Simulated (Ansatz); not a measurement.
Which is lower?

Two relaxed structures of C₂H₄Se, closed shell (PBE0-D4/def2-TZVP; forces vanish, vibrations not checked).

A:

| atom | x (Å) | y (Å) | z (Å) |
| --- | --- | --- | --- |
| C1 | -0.3386 | 0.1863 | -0.0521 |
| C2 | 0.7601 | -0.4855 | -0.3628 |
| Se3 | 1.8586 | -1.5056 | 0.7885 |
| H4 | -0.7395 | 0.2188 | 0.9546 |
| H5 | -0.8764 | 0.7338 | -0.8176 |
| H6 | 1.0626 | -1.2526 | 1.9969 |
| H7 | 1.1385 | -0.5000 | -1.3800 |

B:

C1  (-0.469, 0.497, 0.056)
C2  (0.513, -0.586, -0.164)
Se3  (1.634, -1.227, 1.020)
H4  (-1.480, 0.133, -0.165)
H5  (-0.285, 1.314, -0.652)
H6  (-0.434, 0.881, 1.074)
H7  (0.522, -1.012, -1.168)
(Å)

Program: Ansatz 0.2.0. Basis: def2-TZVPP. Cores are frozen in the correlated methods. Filled d shells of the heavier atoms are correlated. The def2 sets are not built for correlating such inner shells, so the correlated values are less sure here. B3LYP uses VWN-RPA correlation.

Task: Which structure is lower at CCSD(T), and by how much? (Judge from chemistry; the value comes from the calculation.)

Result: By the calculation: B, by 2.32 kcal/mol (electronic energy, against the other). By their contacts, A is C₂H₄Se ([CH2][CH][SeH]) and B is C₂H₄Se ([CH3][CH][Se]).

All methods give the same order:

```
   method  E(B) − E(A) (kcal/mol)
   PBE-D4                   -2.13
r2SCAN-D4                   -1.75
  PBE0-D4                   -1.79
 B3LYP-D4                   -1.61
  wB97M-V                   -1.09
       HF                   -0.42
      MP2                   -3.02
     CCSD                   -1.51
  CCSD(T)                   -2.32
```

No T1 diagnostic of these runs exceeds 0.016. The restricted Hartree–Fock reference is unstable towards an unrestricted one at one or more of these structures.

Labels in which every atom is bracketed show which atoms are joined, not bond orders.

For scale, one of the runs: CCSD(T)/def2-TZVPP, 166 basis functions, launched by `ansatz run in.yaml --threads 2 --pin off --events-out ev --progress --plain --max-ram 4352MiB`. Hardware: 2 CPU threads of an Arm Neoverse V1, shared host. Wall time 50 s; peak host memory 1.4 GiB.
